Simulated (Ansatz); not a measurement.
Relaxation of F₂GeH₃ (6 atoms, charge 0, multiplicity 2), to a largest force component of 0.03 eV/Å in at most 50 steps.

Method: UHF/def2-SVP (Ansatz 0.2.0).

```xyz
6
Properties=species:S:1:pos:R:3
Ge -0.034 0.059 -0.035
H 0.015 -0.026 1.502
F 1.574 -0.005 -0.624
H -0.723 1.252 -0.667
F -0.782 -1.366 -0.624
H 0.012 -0.020 3.372
```

Question: Where does it end, and by what steps?

Answer: The run converged. The force dipped under the threshold on the way, but the program's further checks kept it going. After 8 steps the energy has fallen by 0.131 eV; H6 moved furthest, 1.44 Å.

```
step  energy less start (eV)  largest force component (eV/Å)  accepted
   0                  0.0000                           0.665       yes
   1                 -0.0406                           0.292       yes
   2                 -0.0852                           0.135       yes
   3                 -0.1079                           0.087       yes
   4                 -0.1210                           0.035       yes
   5                 -0.1268                           0.023       yes
   6                 -0.1295                           0.015       yes
   7                 -0.1307                           0.008       yes
   8                 -0.1313                           0.016       yes
```

```xyz
6
Properties=species:S:1:pos:R:3
Ge -0.040 0.070 -0.321
H -0.018 0.032 1.194
F 1.575 -0.012 -0.884
H -0.719 1.246 -0.992
F -0.776 -1.369 -0.885
H 0.042 -0.073 4.813
```

Whether the end is a true minimum wasn't checked by a vibrational analysis.

Time of the run: 6.5 s on 2 threads of Arm Neoverse V2, on a shared host, peak memory 0.16 GiB.
